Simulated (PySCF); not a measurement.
W (tungsten, neutral) across methods

[Xe] 4f14 5d4 6s2, high-spin 5D determinant. All numbers are calculated (PySCF 2.14, scalar relativity through the core potential, in aug-cc-pVTZ-PP with ECP60MDF). The B2PLYP total includes its PT2 part (frozen core); its orbital energies are those of the SCF part.

```json
{"method": "M06", "E (hartree)": "-67.2564", "mean ε 6s α (eV)": "-6.576", "mean ε 5d α (eV)": "-6.362", "mean ε 6s β (eV)": "-5.735", "Σ⟨r²⟩ (bohr²)": "57.18", "⟨S²⟩": "6.003"}
{"method": "B2PLYP", "E (hartree)": "-67.0916", "mean ε 6s α (eV)": "-7.207", "mean ε 5d α (eV)": "-7.860", "mean ε 6s β (eV)": "-5.790", "Σ⟨r²⟩ (bohr²)": "58.31", "⟨S²⟩": "6.013"}
{"method": "PBE0", "E (hartree)": "-67.2688", "mean ε 6s α (eV)": "-6.818", "mean ε 5d α (eV)": "-6.707", "mean ε 6s β (eV)": "-5.319", "Σ⟨r²⟩ (bohr²)": "57.68", "⟨S²⟩": "6.012"}
{"method": "UHF", "E (hartree)": "-66.68083", "mean ε 6s α (eV)": "-8.300", "mean ε 5d α (eV)": "-10.350", "mean ε 6s β (eV)": "-6.076", "Σ⟨r²⟩ (bohr²)": "59.78", "⟨S²⟩": "6.037"}
{"method": "r2SCAN", "E (hartree)": "-67.3082", "mean ε 6s α (eV)": "-6.459", "mean ε 5d α (eV)": "-5.817", "mean ε 6s β (eV)": "-4.790", "Σ⟨r²⟩ (bohr²)": "57.92", "⟨S²⟩": "6.028"}
{"method": "PBE", "E (hartree)": "-67.3081", "mean ε 6s α (eV)": "-6.118", "mean ε 5d α (eV)": "-5.377", "mean ε 6s β (eV)": "-4.724", "Σ⟨r²⟩ (bohr²)": "57.77", "⟨S²⟩": "6.010"}
{"method": "LDA", "E (hartree)": "-67.1340", "mean ε 6s α (eV)": "-6.333", "mean ε 5d α (eV)": "-5.435", "mean ε 6s β (eV)": "-5.032", "Σ⟨r²⟩ (bohr²)": "57.77", "⟨S²⟩": "6.008"}
{"method": "TPSSh", "E (hartree)": "-67.2614", "mean ε 6s α (eV)": "-6.435", "mean ε 5d α (eV)": "-5.939", "mean ε 6s β (eV)": "-4.881", "Σ⟨r²⟩ (bohr²)": "57.78", "⟨S²⟩": "6.012"}
```

Q: Estimate the same row for BP86.

A: E (hartree) = -67.3830; mean ε 6s α (eV) = -6.252; mean ε 5d α (eV) = -5.463; mean ε 6s β (eV) = -4.940; Σ⟨r²⟩ (bohr²) = 57.65; ⟨S²⟩ = 6.009.

Energies and moments cover only the electrons outside the core potential. Spin-orbit coupling, absent here, splits the open shell strongly.
